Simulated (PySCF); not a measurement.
**How the method moves the HOMO and LUMO of `COc1ccoc1`**

Species: C5H6O2.
Z-matrix (Å and degrees, PBE0-D3(BJ)/def2-SVP geometry), rows numbered from 1:
```
C 
O   1  1.4002
C   2  1.3404  1  115.64
C   3  1.4311  2  123.31  1  -179.97
C   4  1.3619  3  105.28  2  -180.00
O   5  1.3422  4  111.05  3     0.02
C   6  1.3574  5  107.84  4    -0.00
H   1  1.1055  2  111.39  3   -60.83
H   1  1.1055  2  111.38  3    60.50
H   1  1.0973  2  107.35  3   179.83
H   4  1.0868  3  126.64  2     0.02
H   5  1.0872  4  132.65  3   179.98
H   7  1.0849  3  134.09  2    -0.03
```

Basis pcSseg-1 throughout (PySCF), one geometry. Isolated species at its PBE0-D3(BJ)/def2-SVP geometry (one conformer only).

Question: How do the orbital energies, the gap and the dipole change with the method?

Answer: 
| method | kind | HOMO (eV) | LUMO (eV) | gap (eV) | μ (D) | SCF cycles |
| --- | --- | --- | --- | --- | --- | --- |
| BLYP | GGA | -4.98 | -0.34 | 4.64 | 1.08 | 16 |
| PBE | GGA | -5.14 | -0.46 | 4.67 | 1.09 | 16 |
| KT3 | GGA | -5.14 | -0.42 | 4.72 | 1.05 | 16 |
| KT2 | GGA | -5.17 | -0.46 | 4.71 | 1.07 | 16 |
| B3LYP | global hybrid | -6.06 | 0.24 | 6.30 | 1.07 | 14 |
| PBE0 | global hybrid | -6.27 | 0.47 | 6.74 | 1.07 | 14 |
| CAM-B3LYP | range-separated hybrid | -7.56 | 1.62 | 9.18 | 1.06 | 13 |
| wB97X-D | range-separated hybrid | -8.11 | 2.26 | 10.37 | 1.07 | 14 |

The HOMO spans 3.13 eV, from BLYP down to wB97X-D, and the gap runs from 4.64 eV (BLYP) to 10.37 eV (wB97X-D). Over the methods BLYP (0 %), PBE (0 %), KT3 (0 %), KT2 (0 %), B3LYP (20 %), PBE0 (25 %), a straight line through the gap against the share of exact exchange rises by 0.82 eV for each 10 % (correlation coefficient 1.000). The dipole ranges from 1.05 D (KT3) to 1.09 D (PBE). This basis has no diffuse functions.

The vertical ΔSCF ionisation energy at CAM-B3LYP/def2-SVPD is 8.43 eV; −ε(HOMO) comes closest to it with wB97X-D (8.11 eV).
